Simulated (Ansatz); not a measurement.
`[F][SnH2][Br]` and `[F][SnH2][SH]` differ in one atom or group.

Ansatz, PBE0-D4/def2-TZVP geometries, multiplicity 1. Each molecule was computed in one conformer, which needn't be the lowest.

Elements past krypton have def2 core potentials. Scalar relativity is left out up to krypton.

| property | `[F][SnH2][Br]` |
| --- | --- |
| LUMO energy (ωB97M-V/def2-TZVPP) / eV | 0.51 |
| HOMO–LUMO gap (PBE0/def2-TZVPP) / eV | 7.23 |
| HOMO–LUMO gap (PBE/def2-TZVPP) / eV | 5.02 |
| HOMO energy (PBE/def2-TZVPP) / eV | -7.32 |
| ideal-gas entropy at 298 K and 1 bar (rigid rotor, harmonic PBE0-D4/def2-TZVP) / J/(mol·K) | 321 |
| size of the dipole moment (ωB97M-V/def2-TZVPP) / D | 2.87 |

(1) Give the same properties after the change, and the shifts. (Estimate.)

Answers

(1) The calculation gave: 
| property | `[F][SnH2][SH]` | shift |
| --- | --- | --- |
| LUMO energy (ωB97M-V/def2-TZVPP) / eV | 0.92 | 0.41 |
| HOMO–LUMO gap (PBE0/def2-TZVPP) / eV | 6.98 | -0.25 |
| HOMO–LUMO gap (PBE/def2-TZVPP) / eV | 4.79 | -0.23 |
| HOMO energy (PBE/def2-TZVPP) / eV | -6.63 | 0.69 |
| ideal-gas entropy at 298 K and 1 bar (rigid rotor, harmonic PBE0-D4/def2-TZVP) / J/(mol·K) | 322 | 1 |
| size of the dipole moment (ωB97M-V/def2-TZVPP) / D | 2.55 | -0.32 |

With PBE0 the HOMO rises by 0.72 eV and the LUMO rises by 0.47 eV, so the gap narrows by about 0.25 eV. PBE moves the HOMO by 0.69 eV and ωB97M-V by 0.73 eV. The zero-point energy changes by 22.0 kJ/mol with +3 modes. Dipoles are sizes alone; their direction can turn.

Spin–orbit coupling is left out; it splits and shifts lone-pair levels of the heavy atoms by tenths of an eV.
